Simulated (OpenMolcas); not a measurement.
## Nb4+: moving the ligands

Nb4+ with 6 ligands (chloride) in octahedral coordination (Oh) at 2.44 Å. A charge of +0.333 e stands 3.2 Å behind each ligand. Ligand basis ANO-RCC-VDZP.
```
Nb    0.0000    0.0000    0.0000
Cl    2.4400    0.0000    0.0000
Cl    0.0000    2.4400    0.0000
Cl   -2.4400    0.0000    0.0000
Cl    0.0000   -2.4400    0.0000
Cl    0.0000    0.0000    2.4400
Cl    0.0000    0.0000   -2.4400
```

- Program: OpenMolcas
- Method: CASSCF
- Basis: ANO-RCC-VTZP [7s6p4d2f1g]
- Scalar Hamiltonian: DKH2, point nucleus
- Active space: 1 electron in 5 orbitals (4d)
- State averaging: 2S+1 = 2 even, 5 roots
- Spin-orbit coupling: state interaction with AMFI integrals over the reference wave functions

Runs around this geometry, states (labels of O, the rotations of Oh). Energies in cm-1 above the lowest state or level, χT in cm3 K/mol; under a threefold ground state the first gap can be a small split of the lowest multiplet, not the spin-orbit step; 10Dq is the gap between the two states.

| R (Å) | Ground state | First state of that spin | 10Dq | First gap with spin-orbit (degeneracies) | χT at 300 K |
| --- | --- | --- | --- | --- | --- |
| 2.39 | 2T2 | 2E 24079 | 24079 | 887.3 (4, 2) | 0.166 |
| 2.44 | 2T2 | 2E 22087 | 22087 | 900.7 (4, 2) | 0.164 |
| 2.51 | 2T2 | 2E 19587 | 19587 | 917.1 (4, 2) | 0.162 |

Taking |10Dq| as R^-n, n = -ln(19587 / 24079) / ln(2.51 / 2.39) = 4.2 between the shortest and longest distance. The point-charge formula for a cubic d site gives n = 5.

An orbital triplet at a regular site is open to Jahn-Teller coupling, which can distort the site and quench the lowest spin-orbit gaps and is left out. With metal d orbitals alone the field can be off either way by tens of per cent. Ligand-to-metal charge-transfer states are missing. The least metal-like active orbital is 72 % on the metal (Löwdin) and no ligand orbital is active, so the numbers are rough (holds for R = 2.39). The least metal-like active orbital is 73 % on the metal (Löwdin) and no ligand orbital is active, so the numbers are rough (holds for R = 2.44). The least metal-like active orbital is 75 % on the metal (Löwdin) and no ligand orbital is active, so the numbers are rough (holds for R = 2.51). No measured value stands beside these numbers; the geometry is a model, was not optimised and need not be the one that this ion takes.
